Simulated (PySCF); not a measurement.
Excitations are Tamm–Dancoff values on a coarser integration grid. The basis has no diffuse functions, so Rydberg states are missing or too high.

Cartesian coordinates (Å):
SMILES: [Br][GaH2]
```xyz
4

Ga    -0.2414     0.0078    -0.0117
Br     2.0549    -0.0480     0.0818
H     -0.8725     1.4279    -0.0253
H     -0.9405    -1.3795    -0.0527
```
Charge 0, spin multiplicity 1.

### Question
Predict the T1 excitation (TDA), HOMO–LUMO gap and S1–T1 gap (TDA) from PySCF with TPSSh-D3(BJ)/def2-TZVP.

### Answer

- T1 excitation (TDA) = 4.52 eV
- HOMO–LUMO gap = 5.22 eV
- S1–T1 gap (TDA) = 0.16 eV
